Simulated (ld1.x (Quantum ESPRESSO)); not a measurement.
## Which change was made? (Hf, TM)

Hf, norm-conserving Troullier–Martins (Kleinman–Bylander form), made with ld1.x (Quantum ESPRESSO) 7.5 (LDA (PZ), scalar-relativistic). Core [Xe] 4f14, reference 5d2 6s1.75 6p0.25. Waves: 6s (bound): rc 2.35 bohr; 5d (bound): rc 2.40 bohr; 6p (bound): rc 3.60 bohr. Local part: the p channel. Core correction: Bessel-smoothed model core, default radius (core density twice the valence density).

Cutoffs, loose and tight: the cutoffs (Ry, on a coarse ladder) from which the occupation-weighted sum of valence levels, in a spherical-Bessel basis at the reference potential, stays within 10 and 1 mRy of its value at 400 Ry. They do not see the model core or the augmentation charge, which bear on the density cutoff. Test errors are all-electron minus pseudo excitation energies from the reference, over the configurations 5d2 6s2 6p0; 5d2 6s1 6p0; 5d2 6s0 6p0; 5d2.5 6s1.5 6p0; 5d1 6s0 6p0; 5d2 6s1.5 6p0; 5d3 6s0 6p0 (two spin-polarised tests are not counted in the largest error); variants that change the core or the reference have their own tests.

The base gives: outcome: generated; cutoff, loose: 21 Ry; cutoff, tight: 30 Ry; bound ghosts: none; largest test error (meV): -354.

Problem. After one change the result is: outcome: generated; cutoff, loose: 18 Ry; cutoff, tight: 30 Ry; bound ghosts: none; largest test error (meV): -327. Which change was it?
A. wave 5d (bound): rc 2.40 bohr becomes 5d (bound): rc 3.14 bohr
B. wave 5d (bound): rc 2.40 bohr becomes 5d (bound): rc 2.28 bohr
C. wave 5d (bound): rc 2.40 bohr becomes 5d (bound): rc 3.54 bohr

Solution. A. The others give: wave 5d (bound): rc 2.40 bohr becomes 5d (bound): rc 3.54 bohr → outcome: generated; cutoff, loose: 15 Ry; cutoff, tight: 30 Ry; bound ghosts: none; largest test error (meV): -286 | wave 5d (bound): rc 2.40 bohr becomes 5d (bound): rc 2.28 bohr → outcome: generated; cutoff, loose: 25 Ry; cutoff, tight: 30 Ry; bound ghosts: none; largest test error (meV): -355.
